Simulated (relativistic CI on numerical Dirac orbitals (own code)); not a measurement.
# What each ingredient does to the levels of La XXXIV

Base calculation: Dirac-Coulomb-Breit CI, orbitals from a KLI potential per configuration, model QED (radiative potential, 1s self-energy scaled to tabulated hydrogen-like ionisation energies), unscaled Slater integrals.

Configuration list (outside the closed core [Ne]): 3s²3p⁶3d⁶, 3s²3p⁵3d⁷, 3s²3p⁴3d⁸, 3s3p⁶3d⁷, 3p⁶3d⁸, 3s3p⁵3d⁸, 3s²3p⁶3d⁵4s, 3s²3p⁶3d⁵4p, 3s²3p⁶3d⁵4d, 3s²3p⁴3d⁷4s, 3s²3p⁵3d⁶4s, 3s²3p⁶3d⁵4f, 3s²3p⁶3d⁴4s², 3s3p⁶3d⁶4s, 3p⁶3d⁷4s, 3s²3p⁶3d⁵5s. Levels of other configurations are missing.

Variants: (1) configuration mixing switched off; (2) only the first 3 configurations. Shifts of the energy above 3s²3p⁶3d⁶ ⁵D4, in cm⁻¹, for the lowest level and the first level of each name with at least 55 % of one term (blank where a level changes its place among those of its configuration and J or its character, or is not in the variant):

```csv
Level,Base,Δ(1),Δ(2)
3s²3p⁶3d⁶ ⁵D4,0,0,0
3s²3p⁶3d⁶ ⁵D3,114645,-1898,-381
3s²3p⁶3d⁶ ⁵D1,138591,+1206,+402
3s²3p⁶3d⁶ ³G5,189199,-4155,-368
3s²3p⁶3d⁶ ³H6,190214,-6704,-801
3s²3p⁶3d⁶ ³D1,291781,+4780,+1565
3s²3p⁶3d⁶ ³H5,340781,-4682,-435
3s²3p⁶3d⁶ ¹I6,366360,-7816,-1045
3s²3p⁶3d⁶ ³P1,407436,+6542,+3334
3s²3p⁶3d⁶ ¹G4,417303,+791,+881
3s²3p⁶3d⁶ ¹S0,768097,+24418,+2290
3s²3p⁵3d⁷ ⁵G°6,1922675,-9634,-700
3s²3p⁵3d⁷ ³P°0,1991449,+2334,+11267
3s²3p⁵3d⁷ ³D°3,1993057,-463,+8470
3s²3p⁵3d⁷ ⁵G°5,2083466,-8345,+588
3s²3p⁵3d⁷ ³H°6,2139208,-8354,+580
3s²3p⁵3d⁷ ⁵D°4,2169142,-4065,+4869
3s²3p⁵3d⁷ ³P°1,2181281,-1372,+7561
3s²3p⁵3d⁷ ³I°7,2226432,-9458,-524
3s²3p⁵3d⁷ ³H°5,2234615,-4984,+3950
```

At this charge energies of transitions that change n are usually good to better than 1 %, and those within a shell (Δn = 0) to a few per cent. Terms inside the open d or f shell come out 10 to 20 % too wide with unscaled integrals.

Ionisation energy from the two ground configurations alone: base 2162.06 eV. The NIST ASD value (theoretical) is 2162 eV.

LS names give the leading component of a level, which can be under half, so a name can repeat, a term be missing and a line seem to break the LS rules.
